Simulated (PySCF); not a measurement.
Te(I)(GeH3) (GeH3ITe), SMILES [GeH3][Te]I.

Geometry optimised at B3LYP-D3(BJ)/def2-SVP. The structure was generated by enumeration, and PubChem lists no compound with its InChIKey, so it may never have been made. The def2 effective core potentials stand for the cores of I, Te; spin–orbit coupling is left out.

Two levels are set side by side: PBE/def2-TZVPD (PySCF) and HF/def2-TZVPD (PySCF). Same geometry, gas phase. Differences are taken from unrounded values.

```
quantity                        HF    PBE  PBE minus HF
---------------------------  -----  -----  ------------
orbital gap (eV)              8.57   1.61         -6.96
highest occupied level (eV)  -8.63  -5.37          3.27
lowest empty level (eV)      -0.06  -3.75         -3.69
dipole moment (D)             2.12   1.56         -0.56
mean polarisability (bohr³)  112.1  119.1           7.0
```

PBE's occupied levels lie high since its potential decays too fast outside the molecule; exact exchange lowers them and widens the gap. Loosely held outer electrons make PBE densities more polarisable. Differences between two approximate levels are no errors against the true value.

Rough cost on one machine, each run with all the roots and properties that it gave: HF against PBE about 1/2.
